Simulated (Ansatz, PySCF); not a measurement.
Molecule: BiCl$_{2}$, charge 0, multiplicity 2. It need not be the lowest isomer of its formula. 
Geometry from a B3LYP-D3(BJ)/def2-TZVP (Ansatz, a program for electronic structure) optimisation:
```xyz
3

Bi    -0.2594    -0.1405     0.3548
Cl    -0.2788     1.9807    -0.8842
Cl     1.5451    -1.2948    -0.8478
```
Charge 0, spin multiplicity 2.

Total electronic energies in hartree. Cores are frozen in the correlated levels unless marked. Open shells are spin-unrestricted. Spin-orbit coupling is left out. Frozen are the shells of the preceding noble gas and the d and f shells that filled before the atom's block. In def2 rows, elements after Kr have scalar-relativistic effective core potentials. CBS marks a two-point X^-3 extrapolation of the correlation energy; Hartree-Fock from the larger set. The bracket is a focal-point correction in the basis named.

```csv
level,program,energy (Eh)
HF/def2-TZVPPD,Ansatz,-1132.67365
RI-HF/def2-TZVPP,Ansatz,-1132.67183
SVWN5/def2-TZVPD,Ansatz,-1131.91644
BLYP/def2-TZVPD,Ansatz,-1135.11947
PBE0-D3(BJ)/def2-TZVP,Ansatz + dftd3,-1134.84657
PBE0-D3(BJ)/def2-TZVPD,Ansatz + dftd3,-1134.84846
PBE0-D4/def2-TZVPD,Ansatz + dftd4,-1134.84850
r2SCAN0-D4/def2-TZVPD,Ansatz + dftd4,[?]
PW6B95/def2-TZVPD,PySCF,-1135.95669
MN15-D3(BJ)/def2-TZVPD,PySCF + dftd3,[?]
RPA@PBE/def2-TZVPP,Ansatz,[?]
MP2/def2-SVP,Ansatz,-1132.66718
RI-MP2/def2-QZVPPD,Ansatz,-1133.21270
"RI-MP2/CBS(def2-TZVPPD,def2-QZVPPD)+[CCSD(T)-MP2]/def2-SVPD",Ansatz,-1133.2874
"RI-MP2/CBS(def2-TZVPPD,def2-QZVPPD)+[CCSD(T)-MP2]/def2-TZVPPD",Ansatz,-1133.3061
```

Question: Complete the blanks.

Answer: 
- r2SCAN0-D4/def2-TZVPD, energy (Eh): -1135.12110
- MN15-D3(BJ)/def2-TZVPD, energy (Eh): -1134.52583
- RPA@PBE/def2-TZVPP, energy (Eh): -1133.40127
